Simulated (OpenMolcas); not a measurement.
**4f ions of charge +4 along the row**

```json
{
  "Program": "OpenMolcas 26.06",
  "Method": "SS-CASPT2, IPEA 0.25 Eh, imaginary shift 0.1 Eh",
  "Basis": "ANO-RCC-VQZP",
  "Scalar Hamiltonian": "DKH2, point nucleus",
  "Spin-orbit coupling": "RASSI with atomic mean-field integrals over the reference wave functions, term energies averaged over their components"
}
```

Active space: the 4f shell; CASPT2 also correlates the outermost closed s and p core shells.

ζ = ±2S·A comes from the whole width of the ground multiplet by E(J) = (A/2) J(J+1), where its levels are at least 85 % pure. Energies in cm-1.

```tsv
Ion	Configuration	Lowest level	Weight (%)	g	g, pure LS	Next level	E	E measured	ζ	ζ measured
Nd4+	4f2	3H4	96	0.807	0.800	3H5	3000	2834	1109	1044
Pm4+	4f3	4I* 9/2	96	0.733	0.727	4I* 11/2	2600		1262	
Sm4+	4f4	5I4	97	0.606	0.599	5I5	2030		1374	
Eu4+	4f5	6H* 5/2	95	0.299	0.284	6H* 7/2	1404		1556	
Gd4+	4f6	7F0	91			7F1	540		1913	
Dy4+	4f8	7F6	95	1.493	1.501	7F5	2560		1997	
Ho4+	4f9	6H* 15/2	93	1.325	1.334	6H* 13/2	4290		2291	
Er4+	4f10	5I8	93	1.241	1.251	5I7	6140		2436	
Tm4+	4f11	4I* 15/2	97	1.196	1.200	4I* 13/2	7780			
Yb4+	4f12	3H6	99	1.166	1.167	3F4 [61 %]	6390	6112
```

Measured columns use the levels in the list in Carvajal Gallego et al., Mon. Not. R. Astron. Soc. 518, 332 (2023) (Nd4+); the list in Tchang-Brillet, Wyart, Meftah and Ait Mammar, Atoms 6, 52 (2018) (Yb4+).

The computed ζ goes from 1109 (Nd4+) to 2436 cm-1 (Er4+), a factor of 2.20, rising at every step.

Term energies are means over components that CASPT2 splits; among the low terms the widest spread is 1100 cm-1 (4f12 1I, Yb4+). The CASPT2 spread within a term exceeds the gap to the next term for 4f2 1I and 4f2 3P, so the order of their levels is uncertain (figures for Nd4+; the like holds for Sm4+, Er4+, Tm4+). Some terms miss by over 15 % even with CASPT2, which points to a basis or an active space too small for the shells correlated (holds for Nd4+). High states are left out of the spin-orbit mixing, which shifts the levels that they would mix with (holds for Pm4+; Sm4+; Eu4+; Gd4+; Dy4+; Ho4+; Er4+; Tm4+). Terms from blocks run as CI alone lack orbitals of their own (holds for Gd4+). Some high roots are left out of the spin-orbit mixing, which shifts the levels that they would mix with (holds for Yb4+). Computed and measured levels are paired by configuration, term and J; levels that our copy of the source lacks, or whose pairing is in doubt (as where it misses far off the trend of its configuration), stay unpaired and out of the deviations. Only configurations of the active space appear.

A share in square brackets marks a mixed level and gives the weight of the term that names it, the lowest over the columns. * marks odd parity.
